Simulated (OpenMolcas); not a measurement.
## S: thermal populations, Slater's ratio, the spin-orbit constant, worked from levels

* Program: OpenMolcas
* Basis: ANO-RCC-VQZP [6s5p3d2f1g]
* Scalar Hamiltonian: DKH2, point nucleus
* Active space: 6 electrons in 9 orbitals (RAS2 3s 3p; RAS3 3d, at most 2 electrons)
* State averaging: 2S+1 = 3 even, 3 roots; 2S+1 = 1 even, 6 roots; 2S+1 = 3 odd, 3 roots
* Spin-orbit coupling: state interaction with AMFI integrals over the reference wave functions, term energies averaged over their components

Methods: RASSCF; SS-RASPT2, IPEA 0.25 Eh, imaginary shift 0.1 Eh (closed shells correlated: 2s 2p). Measured levels: NIST Handbook of Basic Atomic Spectroscopic Data.

**Thermal populations.** Z = Σ (2J + 1) exp(-E/kT) with k = 0.695035 cm-1/K, over the levels below. No other level of either list lies under 52600 cm-1, which is above 7 kT at each temperature.

```tsv
Level	2J + 1	SS-RASPT2	measured
3s2 3p4 3P2	5	0.0	0.0
3s2 3p4 3P1	3	360	396
3s2 3p4 3P0	1	525	574
3s2 3p4 1D2	5	9260	9239
3s2 3p4 1S0	1	22190	22180
```

```json
{"T (K)": "3000", "Z, SS-RASPT2": "8.361", "Z, measured levels": "8.300", "Ground level (%), SS-RASPT2": "59.8", "Ground level (%), measured levels": "60.2"}
{"T (K)": "5000", "Z, SS-RASPT2": "8.914", "Z, measured levels": "8.877", "Ground level (%), SS-RASPT2": "56.1", "Ground level (%), measured levels": "56.3"}
{"T (K)": "8000", "Z, SS-RASPT2": "9.686", "Z, measured levels": "9.663", "Ground level (%), SS-RASPT2": "51.6", "Ground level (%), measured levels": "51.7"}
```

At 8000 K, kT = 5560 cm-1, and the computed levels give Z = 5.000 + 2.812 + 0.910 + 0.946 + 0.018 = 9.686.

**Slater's ratio.** With one set of orbitals, p4 has 1D - 3P = 6 F2 and 1S - 1D = 9 F2 (F2 = F²/25), a ratio of 3/2. Term energies are centres of gravity, weighted by 2J + 1.

| Source | 1D - 3P | 1S - 3P | F2 from the first | Ratio |
| --- | --- | --- | --- | --- |
| RASSCF | 10781 | 23778 | 1797 | 1.206 |
| SS-RASPT2 | 9081 | 22010 | 1514 | 1.424 |
| measured | 9043 | 21984 | 1507 | 1.431 |

Energies in cm-1. A ratio away from 3/2 shows effects beyond one configuration with one set of orbitals, and in heavier atoms second-order spin-orbit shifts.

**The spin-orbit constant.** For the Hund term 3P of p4, E(J) = (A/2) J(J+1) + constant and ζ = -2S·A = -2A. From J = 0 to J = 2 the energy changes by 3 A.

| Source | E(2) - E(0) | A | ζ |
| --- | --- | --- | --- |
| RASSCF | -524.9 | -175.0 | 350 |
| SS-RASPT2 | -525.1 | -175.0 | 350 |
| measured | -573.6 | -191.2 | 382 |

All in cm-1. SS-RASPT2 is off by -8.5 % and RASSCF by -8.5 %. Both methods take the spin-orbit matrix elements from the reference wave functions, so the second can move ζ only through the term energies and any multistate remixing. Second-order mixing with other terms is absorbed into this ζ.

Term energies are means over components that CASPT2 splits; among the terms shown or strongly mixed into the levels shown the widest spread is 22 cm-1 (3s2 3p4 1D, SS-RASPT2). Active for correlation alone: 3d; no level in the range computed is led by a configuration that fills it, so any true level of that kind is missing. Without dynamic correlation excited terms often stand tens of per cent too high (terms of higher spin than the ground term too low), and those without a measured partner can miss by more than the paired ones (holds for RASSCF). Measured partners are found by configuration, term and J. A level has none where our copy of the source lacks it or the pairing is in doubt (some pairs that miss far off the trend of their configuration count as doubtful), and it then counts in no deviation. Only configurations of the active space appear.
